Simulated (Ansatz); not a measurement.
Consider the ligand exchange at the Si–N bond: `[AlH2][NH][SiH2]Cl` + `SS` → `SS[SiH2]Cl` + `[NH2][AlH2]`.

Program: Ansatz. Geometries: PBE0-D4/def2-TZVP. ΔE: electronic, gas phase. CCSD(T)/CBS adds triple-zeta CCSD(T) − MP2 to the extrapolated MP2 energy (def2 sets, frozen cores). This one scheme is used for every species. One conformer a species, not always the lowest.

```json
{"species": "`[AlH2][NH][SiH2]Cl`", "CCSD/CBS(def2) energy (Eh)": "-1048.66201"}
{"species": "`SS`", "CCSD/CBS(def2) energy (Eh)": "-796.72788"}
{"species": "`SS[SiH2]Cl`", "CCSD/CBS(def2) energy (Eh)": "-1546.25082"}
{"species": "`[NH2][AlH2]`", "CCSD/CBS(def2) energy (Eh)": "-299.13513"}
```

**Question.** Work out ΔE.

**Answer.** ΔE = (-1546.25082) + (-299.13513) − (-1048.66201) − (-796.72788) = 0.00394 Eh = +10.3 kJ/mol. CCSD(T)/CBS gives +7.4 kJ/mol.

Largest T1 diagnostic among the species: 0.011.

From BLYP to BHLYP (50 % exact exchange), in def2-TZVPP and without D4, ΔE moves by +8.1 kJ/mol. Leaving LDA and LC-ωPBE aside and taking each functional with its dispersion term where it has one, the values, not all of them listed here, spread over 15.5 kJ/mol, from revPBE-D4 to CAM-B3LYP-D4.
